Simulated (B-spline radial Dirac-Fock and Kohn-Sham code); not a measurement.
## Relativistic shifts of the levels of Tb¹¹⁺

System: the Tb¹¹⁺ ion, 1s2 2s2 2p6 3s2 3p6 3d10 4s2 4p6 4d10 4f6 5s2.

Both columns are ΔSCF binding energies of the configuration average from a radial atomic solver: non-relativistic Hartree-Fock with a point nucleus, and Dirac-Fock with a finite nucleus and the Coulomb interaction alone, averaged over the two j levels with weights 2j+1.

```tsv
shell	Hartree-Fock (eV)	Dirac-Fock (eV)	shift (eV)	shift (%)
1s	49238.4	52437.4	+3199.02	+6.50
2s	8128.9	8955.3	+826.40	+10.17
2p	7731.1	7995.8	+264.70	+3.42
3s	1991.6	2187.3	+195.69	+9.83
3p	1813.1	1882.8	+69.77	+3.85
3d	1484.5	1470.5	-14.03	-0.95
4s	566.7	614.3	+47.54	+8.39
4p	493.8	509.9	+16.14	+3.27
4d	363.7	360.7	-2.95	-0.81
4f	208.7	203.6	-5.15	-2.47
5s	207.9	219.0	+11.08	+5.33
```

Relativity binds 1s, 2s, 2p, 3s, 3p, 4s, 4p, 5s more strongly, among those listed most of all 2s in relative terms, and 3d, 4d, 4f more weakly, because the contracted s and p shells screen the nucleus better.

Values without a named source are computed, but for edge energies of neutral atoms, which are taken from tables.
